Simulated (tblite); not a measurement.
Give a GFN2-xTB geometry of `C[NH2+]Cc1ccncc1`. (Charge +1.)

```xyz
20
C7H11N2 angstrom
C     -3.0731   -0.1061   -0.1947
N     -1.6317   -0.1332   -0.5128
C     -0.7436    0.1481    0.6586
C      0.7005    0.0934    0.2272
C      1.3429    1.2303   -0.2501
C      2.6641    1.1143   -0.6660
N      3.3298   -0.0227   -0.6330
C      2.7271   -1.1014   -0.1744
C      1.4087   -1.1023    0.2660
H     -3.6631   -0.3194   -1.0838
H     -3.3516    0.8754    0.1843
H     -3.3004   -0.8519    0.5647
H     -1.4262    0.5597   -1.2445
H     -1.3787   -1.0548   -0.8927
H     -0.9465   -0.5989    1.4282
H     -0.9946    1.1366    1.0478
H      0.8425    2.1859   -0.2809
H      3.2073    1.9697   -1.0420
H      3.3209   -2.0043   -0.1592
H      0.9605   -2.0078    0.6457
```

Any rigid rotation of these coordinates is as good. Atoms count from 1 in this order. Of the pairs four or more bonds apart, H15···H20 is among the closest relative to their van der Waals radii: 2.50 Å, 104 % of the sum of Bondi's values. C5 (aromatic CH carbon) is planar (angles 121.3°, 120.4° and 118.3°, sum 360.0°, 0.01 Å off the plane of its three neighbours). The 6-membered ring C4–C5–C6–N7–C8–C9 has internal angles of 118.3° to 123.0°; it is planar, 0.00 Å rms from its mean plane, widest ring torsion 1°. C6 (aromatic CH next to a ring nitrogen) is planar (angles 123.0°, 121.0° and 116.0°, sum 360.0°, 0.00 Å off the plane of its three neighbours).

Bonds between heavy atoms (Å): C1–N2 1.476, N2–C3 1.497, C3–C4 1.508, C4–C5 1.390, C5–C6 1.390, C6–N7 1.318, N7–C8 1.318, C8–C9 1.390, C4–C9 1.390.

The geometry is computed with GFN2-xTB (gas phase).

Point group: Cs (every atom within 0.08 Å of its image). Its lowest GFN2-xTB frequency is 12 cm⁻¹, too small to tell a flat minimum from a shallow saddle. Torsions: C1–N2–C3–C4 180°, N2–C3–C4–C5 89°.

Hardware: one thread, Arm Neoverse V1 (aarch64), no GPU, on a shared host. Cost: 0.1 s wall. That covers the optimisation of the geometry.

One conformer stands for the species.
